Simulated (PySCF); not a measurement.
iodoethane (C₂H₅I), SMILES CCI. Geometry optimised at PBE0-D3(BJ)/def2-SVP. The def2 effective core potentials stand for the cores of I; spin–orbit coupling is left out.

Calculation: PBE0-D3(BJ)/def2-SVP in PySCF.

Harmonic wavenumbers (cm⁻¹): 261, 263, 517, 746, 976, 988, 1089, 1228, 1245, 1390, 1455, 1457, 1470, 3054, 3123, 3148, 3169, 3204. Rotational constants (GHz): 29.56, 2.941, 2.769; symmetry number 1.

Problem. Work out the zero-point energy and the ideal-gas rigid-rotor harmonic-oscillator thermochemistry at 298.15 K and 1 atm.

Solution. ZPE = ½ Σ hcν = ½ × 28782 cm⁻¹ = 41.15 kcal/mol. H − E(el) = 44.40 kcal/mol. Entropy in cal/(mol K): translation 41.04, rotation 24.70, vibration 4.57, total 70.32. G − E(el) = 23.43 kcal/mol. Cp = 15.21 cal/(mol K).
